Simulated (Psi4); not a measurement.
tetramethyldisiloxane (C4H14OSi2), singlet, geometry from GFN2-xTB. Base run: CCSD(T)/STO-3G (Psi4).

Input for Psi4:
```
memory 2 GB

molecule mol {
0 1
  C     2.148270    1.529435   -0.107587
  Si    1.580825   -0.189210    0.472457
  C     2.016493   -1.503436   -0.829524
  O    -0.028728   -0.177271    0.714289
  Si   -1.614500   -0.010651    0.387703
  C    -1.953864    1.753202   -0.233527
  C    -2.128104   -1.283731   -0.926669
  H     1.729699    1.783987   -1.077910
  H     1.835949    2.298381    0.592836
  H     3.229183    1.582519   -0.193071
  H     2.114960   -0.527354    1.796029
  H     1.628438   -2.476736   -0.544053
  H     3.090976   -1.600792   -0.950142
  H     1.598106   -1.259042   -1.802540
  H    -2.251217   -0.269474    1.683500
  H    -1.461750    1.945914   -1.183380
  H    -3.016258    1.926620   -0.374100
  H    -1.591540    2.491383    0.475846
  H    -1.870256   -2.291161   -0.613653
  H    -1.633094   -1.101706   -1.877118
  H    -3.198693   -1.259140   -1.104958
}

set basis sto-3g
set reference rhf

energy('ccsd(t)')
print_variables()
```

Each row names what was changed in the base input (with any setting that the change needs).

```
change                          ΔE vs base (mEh)  MP2 correlation (Eh)  basis functions  core-seconds (rough)                outcome
------------------------------  ----------------  --------------------  ---------------  --------------------  ---------------------
base                                       0.000              -0.32423               57                    20              converged
method = mp2                                 [?]              -0.32415               57                     3              converged
method = cepa(1)                               -                     -               57                     -  stopped with an error
method = lccd                                  -                     -               57                     -  stopped with an error
method = ccsd                              5.584              -0.32423               57                    20              converged
method = fno-ccsd(t)                           -                     -               57                     -  stopped with an error
freeze_core = on                           8.784              -0.31483               57                     8              converged
cc_type = df                                   -                     -               57                     -  stopped with an error
scf_type = pk; mp2_type = conv             0.000              -0.32423               57                    20              converged
method = omp2                             97.194              -0.32415               57                     6              converged
```

Question: Complete the blanks.

Answer: 
- method = mp2, ΔE vs base (mEh): 100.3

- method = cepa(1): ended with `Fatal Error: ndocc must be less than nvirt`
- method = lccd: ended with `Fatal Error: ndocc must be less than nvirt`
- method = fno-ccsd(t): ended with `Fatal Error: ndocc must be less than nvirt`
